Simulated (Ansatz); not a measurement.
Program: Ansatz. Geometries: PBE0-D4/def2-TZVP. ΔE: electronic, gas phase. CCSD(T)/CBS adds triple-zeta CCSD(T) − MP2 to the extrapolated MP2 energy (def2 sets, frozen cores). Functionals use def2-TZVPP. HSE06 is defined as in plane-wave codes. For Br outer-core shells are correlated without core-valence functions, which leaves a few kJ/mol of doubt a bond. Scalar relativity is left out up to krypton. One conformer a species, not always the lowest.

`[F][Al]([SH])[Br]` + `S[SiH2]Cl` → `[F][Al]([Cl])[Br]` + `S[SiH2]S`  (redistribution)

Q: Is it downhill or uphill in electronic energy at CCSD(T)/CBS, and by how much? (Estimate.)

A: The calculation gave: Downhill: ΔE = -0.7 kcal/mol.

Q: What do these levels give: B2PLYP, BLYP, HSE06, CCSD/def2-SVP, CCSD(T)/def2-SVP, HF/def2-TZVPP? (Best estimate.)

A: Ansatz gave: B2PLYP -0.4, BLYP 0.0, HSE06 -0.3, CCSD/def2-SVP -1.5, CCSD(T)/def2-SVP -1.4, HF/def2-TZVPP -0.9 kcal/mol.

Largest T1 diagnostic among the species: 0.011.

Leaving LDA and LC-ωPBE aside and taking each functional with its dispersion term where it has one, the values, not all of them listed here, spread over 0.6 kcal/mol, from B97M-V to PBE-D4. At CCSD(T), def2-SVP lies −0.7 kcal/mol from the extrapolated value and def2-TZVPP +0.1 kcal/mol.
